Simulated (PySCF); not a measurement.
Correlation energy of Pt (platinum, neutral)

[Xe] 4f14 5d8 6s1 7s1, high-spin 5F determinant (an excited configuration). Calculation: PySCF 2.14, in aug-cc-pVDZ-PP with ECP60MDF; scalar relativity through the core potential. Frozen: 5s2 5p6; 10 electrons correlated.

```csv
level,correlation energy (mhartree)
CCSD,-203.45
(T),-4.36
CCSD(T),-207.81
```

Diagnostics: T1 = 0.0074, D1 = 0.0205, largest double amplitude 0.031.

Spin-orbit coupling, absent here, splits the open shell strongly. The outer electron is Rydberg-like, and this basis confines it to a smaller radius and binds it less than a complete one would.

Cost of the coupled-cluster step: about 6 core-seconds, for 10 correlated electrons.

Iterations:

```
CC2 = 0
CCSD nocc = (np.int64(7), np.int64(3)), nmo = (50, 50)
frozen orbitals [[0, 1, 2, 3], [0, 1, 2, 3]]
max_cycle = 100
direct = 0
conv_tol = 1e-08
conv_tol_normt = 1e-06
diis_space = 8
diis_start_cycle = 0
Init t2, MP2 energy = -0.20401296369066
Init E_corr(UCCSD) = -0.204012963693599
cycle = 1  E_corr(UCCSD) = -0.200691041326282  dE = 0.00332192237  norm(t1,t2) = 0.0371626
cycle = 2  E_corr(UCCSD) = -0.202834271065868  dE = -0.00214322974  norm(t1,t2) = 0.0112847
cycle = 3  E_corr(UCCSD) = -0.203366975279642  dE = -0.000532704214  norm(t1,t2) = 0.00489355
cycle = 4  E_corr(UCCSD) = -0.203468292625253  dE = -0.000101317346  norm(t1,t2) = 0.00145707
cycle = 5  E_corr(UCCSD) = -0.20344718416129  dE = 2.1108464e-05  norm(t1,t2) = 0.000818772
cycle = 6  E_corr(UCCSD) = -0.203450198718253  dE = -3.01455696e-06  norm(t1,t2) = 0.000342382
cycle = 7  E_corr(UCCSD) = -0.203454809363058  dE = -4.61064481e-06  norm(t1,t2) = 0.000138929
cycle = 8  E_corr(UCCSD) = -0.203452738361644  dE = 2.07100141e-06  norm(t1,t2) = 6.14139e-05
cycle = 9  E_corr(UCCSD) = -0.20345259111643  dE = 1.47245214e-07  norm(t1,t2) = 2.04259e-05
cycle = 10  E_corr(UCCSD) = -0.203452886912733  dE = -2.95796303e-07  norm(t1,t2) = 7.57077e-06
cycle = 11  E_corr(UCCSD) = -0.203452833665981  dE = 5.32467519e-08  norm(t1,t2) = 2.68725e-06
cycle = 12  E_corr(UCCSD) = -0.203452849577114  dE = -1.59111333e-08  norm(t1,t2) = 1.01273e-06
cycle = 13  E_corr(UCCSD) = -0.203452851968144  dE = -2.39102935e-09  norm(t1,t2) = 2.77697e-07
UCCSD converged
E(UCCSD) = -118.5149198024333  E_corr = -0.2034528519681437
UCCSD(T) correction = -0.00435992128204182
```
